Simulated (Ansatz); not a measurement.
The same path of GeH7NOSi2 (12 atoms, charge 0, multiplicity 1) was run twice with different band settings. The coordinate that changes most is the dihedral H7–Ge1–Si2–Si4.

All numbers below come from RKS BHLYP-D4/def2-SVP (Ansatz 0.2.0).

Relaxed end points:

```xyz
12
Properties=species:S:1:pos:R:3
Ge -1.662 -0.607 1.370
Si 0.540 -0.058 0.660
N 0.640 1.238 -0.504
Si 1.194 0.130 -1.724
O 1.090 -1.083 -0.563
H -2.557 -0.818 0.145
H -1.686 -1.881 2.223
H -2.259 0.533 2.208
H 1.478 0.021 1.804
H 0.443 2.221 -0.479
H 2.566 0.336 -2.233
H 0.290 -0.087 -2.873
```

```xyz
12
Properties=species:S:1:pos:R:3
Ge -1.657 -0.564 1.397
Si 0.482 0.187 0.677
N 0.466 1.175 -0.761
Si 1.309 -0.062 -1.648
O 1.303 -0.972 -0.233
H -2.499 0.622 1.889
H -2.394 -1.215 0.221
H -1.559 -1.580 2.541
H 1.287 0.699 1.810
H 0.105 2.083 -0.985
H 2.668 0.274 -2.122
H 0.566 -0.701 -2.752
```

Common settings: movable images 7; climbing image yes; optimiser quadratic models (default); start path through a guess of the saddle point; force threshold 0.03 eV/Å; end points relaxed.

| run | spring | iteration limit |
| --- | --- | --- |
| 1 | 5.0 eV/Å² | 51 |
| 2 | 2.0 to 10.0 eV/Å², energy-weighted | 60 |

Task: What does each run give, and how far can it be trusted?

Result: Run 1: converged after 12 iterations, highest image 0.040 eV above the first end. A vibrational analysis at the climbing image gives one clearly imaginary mode, 91i cm⁻¹: a first-order saddle point.
Run 2: converged after 13 iterations, highest image 0.040 eV above the first end. Another band between the same ends (7 images) ends at a top of the same energy, where a vibrational analysis finds 1 clearly imaginary mode.
